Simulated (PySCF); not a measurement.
**Scalar relativity in S³⁺ (sulfur, charge +3)**

[Ne] 3s2 3p1, 2P determinant; UHF calculated with PySCF 2.14 in dyall-av3z (19s12p3d2f, 84 functions), once non-relativistic with a point nucleus and once with spin-free X2C-1e and a Gaussian nucleus.

| shell | ε non-rel. (eV) | rms r non-rel. (bohr, spins averaged) |
| --- | --- | --- |
| 1s α | -2547.0 | 0.1126 |
| 1s β | -2546.6 | 0.1126 |
| 2s α | -286.99 | 0.5164 |
| 2s β | -286.62 | 0.5164 |
| 2p α | -223.81 | 0.4904 |
| 2p β | -223.11 | 0.4904 |
| 3s α | -59.320 | 1.645 |
| 3s β | -55.819 | 1.645 |
| 3p α | -47.039 | 1.796 |

**Question.** How does scalar relativity move these shells?

**Answer.** 1s α: ε -2554.9 eV, radius -0.52 %; 1s β: ε -2554.5 eV, radius -0.52 %; 2s α: ε -288.36 eV, radius -0.40 %; 2s β: ε -287.99 eV, radius -0.40 %; 2p α: ε -223.81 eV, radius -0.12 %; 2p β: ε -223.12 eV, radius -0.12 %; 3s α: ε -59.489 eV, radius -0.27 %; 3s β: ε -55.986 eV, radius -0.27 %; 3p α: ε -47.035 eV, radius -0.04 %.

The total energy goes from -395.0828 to -396.1689 hartree.

Relativity contracts and stabilises s shells directly. The contracted s shells screen the nucleus better, so for spin-averaged p shells the direct and indirect effects partly cancel.
